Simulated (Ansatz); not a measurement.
Geometry optimisation, Ansatz, DFT PBE, scalar-relativistic, plane waves, PAW.

Input file:

```yaml
crystal:
  lattice:
    - [7.891312, 0.0, 0.0]
    - [5.918484, 10.251115, 0.0]
    - [0.0, 0.0, 18.443229]
  atoms:
    - { symbol: Ca, position: [0.1666667, 0.1111111, 0.0542204] }
    - { symbol: Ca, position: [0.6666667, 0.1111111, 0.0542204] }
    - { symbol: Ca, position: [0.1666667, 0.4444444, 0.0542204] }
    - { symbol: Ca, position: [0.6666667, 0.4444444, 0.0542204] }
    - { symbol: Ca, position: [0.1666667, 0.7777778, 0.0542204] }
    - { symbol: Ca, position: [0.6666667, 0.7777778, 0.0542204] }
    - { symbol: Ca, position: [-0.1666667, 0.2222222, 0.2288978] }
    - { symbol: Ca, position: [0.3333333, 0.2222222, 0.2288978] }
    - { symbol: Ca, position: [-0.1666667, 0.5555556, 0.2288978] }
    - { symbol: Ca, position: [0.3333333, 0.5555556, 0.2288978] }
    - { symbol: Ca, position: [-0.1666667, 0.8888889, 0.2288978] }
    - { symbol: Ca, position: [0.3333333, 0.8888889, 0.2288978] }
    - { symbol: Ca, position: [0.0, 0.0, 0.4035752] }
    - { symbol: Ca, position: [0.5, 0.0, 0.4035752] }
    - { symbol: Ca, position: [0.0, 0.3333333, 0.4035752] }
    - { symbol: Ca, position: [0.5, 0.3333333, 0.4035752] }
    - { symbol: Ca, position: [0.0, 0.6666667, 0.4035752] }
    - { symbol: Ca, position: [0.5, 0.6666667, 0.4035752] }
    - { symbol: O, position: [-0.001627, 0.837805, 0.4892435] }
    - { symbol: H, position: [0.0024212, 0.861692, 0.5396685] }
basis:
  ecutwfc: 420.0
kpoints:
  mp_grid: { grid: [3, 2, 1] }
hamiltonian:
  xc: pbe
scf:
  occupations: { method: fermi_dirac, width: 0.05 }
  lower_state_search: "off"
relax:
  f_tol: 0.03
  max_steps: 60
  adjacent_minimum: "off"
  constraints: [{ sites: [0, 1, 2, 3, 4, 5] }]
```

Command:

```bash
$ ansatz run input.yaml --threads 4 --pin off --max-ram 10240MiB --backend cpu --events-out ev --progress --plain --runs-dir out
```

Problem. Where does it end, and by what steps?

Solution. The run converged. The force dipped under the threshold on the way, but the program's further checks kept it going. Limits of this set-up: coarse k mesh, thin slab, slab without dipole correction, odd electron count without spin, a typed lattice constant that wasn't relaxed here. After 17 steps the energy has fallen by 0.894 eV; H20 moved furthest, 1.47 Å. Joined: Ca14–O19 (3.75 → 2.35 Å).

| step | energy less start (eV) | largest force component (eV/Å) | accepted |
| --- | --- | --- | --- |
| 0 | 0.0000 | 1.144 | yes |
| 1 | -0.4171 | 0.815 | yes |
| 2 | -0.5123 | 0.546 | yes |
| 3 | -0.5728 | 0.239 | yes |
| 4 | -0.5792 | 0.083 | yes |
| 5 | -0.5870 | 0.062 | yes |
| 6 | -0.5949 | 0.083 | yes |
| 7 | -0.6090 | 0.117 | yes |
| 8 | -0.6616 | 0.169 | yes |
| 9 | -0.7494 | 0.487 | yes |
| 10 | -0.8194 | 0.258 | yes |
| 11 | -0.8793 | 0.185 | yes |
| 12 | -0.8925 | 0.019 | yes |
| 13 | -0.8925 | 0.019 | yes |
| 14 | -0.8939 | 0.053 | yes |
| 15 | -0.8944 | 0.049 | yes |
| 16 | -0.8945 | 0.008 | yes |
| 17 | -0.8945 | 0.008 | yes |

```xyz
20
Lattice="7.8913 0.0000 0.0000 5.9185 10.2511 0.0000 0.0000 0.0000 18.4432" Properties=species:S:1:pos:R:3
Ca 1.973 1.139 1.000
Ca 5.918 1.139 1.000
Ca 3.946 4.556 1.000
Ca 7.891 4.556 1.000
Ca 5.918 7.973 1.000
Ca 9.864 7.973 1.000
Ca -0.012 2.275 4.093
Ca 3.957 2.250 4.079
Ca 1.994 5.691 4.087
Ca 5.905 5.721 4.062
Ca 3.945 9.112 3.974
Ca 7.893 9.116 4.110
Ca -0.097 -0.069 7.203
Ca 4.046 -0.067 7.202
Ca 1.982 3.385 7.154
Ca 5.900 3.474 7.112
Ca 3.946 6.968 7.180
Ca 7.899 6.789 7.087
O 3.948 9.118 8.137
H 3.945 9.114 9.115
```

Whether the end is a true minimum wasn't checked by a vibrational analysis.

Time of the run: 2 min on 4 threads of Intel(R) Xeon(R) 6975P-C (Granite Rapids), with other jobs on the host, peak memory 2.7 GiB.
